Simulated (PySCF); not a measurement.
Compound: dimethyldichlorosilane, C₂H₆Cl₂Si.
InChI=1S/C2H6Cl2Si/c1-5(2,3)4/h1-2H3

Computed, not measured: PySCF, PBE0-D3(BJ)/def2-TZVP geometry optimisation, gas phase.

Take the most abundant isotopes and a rigid rotor. 

Give the principal moments of inertia and the rotational constants in GHz.

Ia = 195.92, Ib = 276.74, Ic = 312.03 u·Å²; 505379 MHz·u·Å²/I gives 2580, 1826 and 1620 MHz, that is A = 2.5796, B = 1.8262, C = 1.6196 GHz.

Classify the top.

An asymmetric top; Ray's κ = -0.570.

What does the inertial defect say?

Not planar: Δ = Ic − Ia − Ib = -160.63 u·Å². For a rigid frame Δ = −2 Σ m c², so Σ m c² = 80.31 u·Å² lies off the ab plane: 22.20 from hydrogen and 58.12 from heavier atoms. The atom farthest from that plane is 2.43 Å away.

Give the other two planar moments, Paa and Pbb, and the rms extents of the mass along the axes.

Paa = Σ m a² = (Ib + Ic − Ia)/2 = 196.43 and Pbb = Σ m b² = (Ia + Ic − Ib)/2 = 115.60 u·Å². With the mass M = 127.96 u, the rms extents √(P/M) along a, b and c are 1.24, 0.95, 0.79 Å.

Predict some low-J microwave lines.

The dipole components are |μa| = 0.00 D, |μb| = 2.37 D, |μc| = 0.00 D; the symmetry axis of this C2v structure is b, so μa and μc vanish by symmetry and there are no a-type or c-type lines. Some lines, for components of 0.1 D or more:

```json
{"type": "b", "branch": "Q", "J(Ka,Kc)": "1(1,0) ← 1(0,1)", "MHz": "960", "lower level (cm⁻¹)": "0.115"}
{"type": "b", "branch": "Q", "J(Ka,Kc)": "2(1,1) ← 2(0,2)", "MHz": "1203", "lower level (cm⁻¹)": "0.344"}
{"type": "b", "branch": "Q", "J(Ka,Kc)": "2(2,0) ← 2(1,1)", "MHz": "2297", "lower level (cm⁻¹)": "0.384"}
{"type": "b", "branch": "Q", "J(Ka,Kc)": "2(2,1) ← 2(1,2)", "MHz": "2880", "lower level (cm⁻¹)": "0.363"}
{"type": "b", "branch": "R", "J(Ka,Kc)": "1(1,1) ← 0(0,0)", "MHz": "4199", "lower level (cm⁻¹)": "0.000"}
{"type": "b", "branch": "R", "J(Ka,Kc)": "2(0,2) ← 1(1,1)", "MHz": "6101", "lower level (cm⁻¹)": "0.140"}
{"type": "b", "branch": "R", "J(Ka,Kc)": "2(1,2) ← 1(0,1)", "MHz": "7438", "lower level (cm⁻¹)": "0.115"}
{"type": "b", "branch": "R", "J(Ka,Kc)": "2(2,1) ← 1(1,0)", "MHz": "9358", "lower level (cm⁻¹)": "0.147"}
{"type": "b", "branch": "R", "J(Ka,Kc)": "2(2,0) ← 1(1,1)", "MHz": "9602", "lower level (cm⁻¹)": "0.140"}
```

Estimate the classical rotational partition function at 25 K, 100 K and 200 K.

Point group C2v, symmetry number σ = 2; q = (√π/σ)·√((kT/h)³/(ABC)), k/h = 20836.6 MHz/K: 3810 at 25 K, 30500 at 100 K, 86300 at 200 K.

PBE0-D3(BJ)/def2-TZVP frequencies: not computed here. No vibrational averaging or centrifugal distortion is included, and the geometry carries the error of its method. A rigid rotor knows nothing of internal rotation, which can split or shift real lines. Quadrupole hyperfine structure (35Cl) is left out.

Hardware: one thread, AMD EPYC 9R45 (x86_64), no GPU, on a shared host. Cost: 99 s wall, 0.81 GiB resident at most. That covers the optimisation of the geometry.
